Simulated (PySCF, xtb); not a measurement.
W(O)(S)(NH2)2 (H4N2OSW), SMILES [NH2][W]([NH2])(=[O])=[S], multiplicity 1.

GFN2-xTB in xtb at its own geometry gives an orbital gap of 2.77 eV and a dipole moment of 7.18 D.

The structure is a stationary point at PBE-D3(BJ)/def2-SVP. The spin state was assumed, not searched. The structure was generated by enumeration; whether it is a known compound was not checked. The def2 effective core potentials stand for the cores of W; spin–orbit coupling is left out. One conformer was computed; it need not be the lowest.

What does HF/def2-TZVP (PySCF) give? (The exact figures need the calculation; the answer reports its results.)

gap 11.19 eV (levels -10.00 and 1.19 eV), dipole 5.03 D.
